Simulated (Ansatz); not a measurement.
Input file for Ansatz (a first-principles code): R-BLYP/def2-TZVPP on CH3ISi (SMILES C[Si]I), a point of a torsion scan. Elements past Kr take the def2 small-core potentials; no spin–orbit coupling.

Ansatz 0.2 input:
```yaml
crystal:
  periodic: [false, false, false]
  atoms:
    - {symbol: C, position_ang: [-0.65279246, -0.01723157, -0.01528567]}
    - {symbol: Si, position_ang: [0.80059473, 1.22687969, 0.03693866]}
    - {symbol: I, position_ang: [2.72652079, -0.38843924, -0.17795194]}
    - {symbol: H, position_ang: [-0.78196389, -0.48341463, 0.96187317]}
    - {symbol: H, position_ang: [-1.58864881, 0.48729878, -0.25263017]}
    - {symbol: H, position_ang: [-0.50931740, -0.81175246, -0.74655196]}
basis:
  gaussian:
    orbitals: def2-TZVPP
hamiltonian:
  xc: {name: BLYP}
scf: {lower_state_search: off}
```

The head of its log:

```
WARN ansatz: RAYON_NUM_THREADS=1 ignored (pool sized by the plan → 1); use --threads N
Functional definition: BLYP
these checks for a lower state are left out or cut short: stability, starts, cluster_reference, orbital_swaps, neighbouring_geometries, increment
integrals: 0.08 GiB planned
1012 factors; their error is unknown
mean field: 0.55 GiB planned
mean field evaluation 1: about -17052.6252 eV, gradient 6.8e1 eV
mean field evaluation 2: about -17019.6640 eV, gradient 1.1e2 eV
```

Question: Give the final energy of this run.

Answer: -627.0615 hartree.
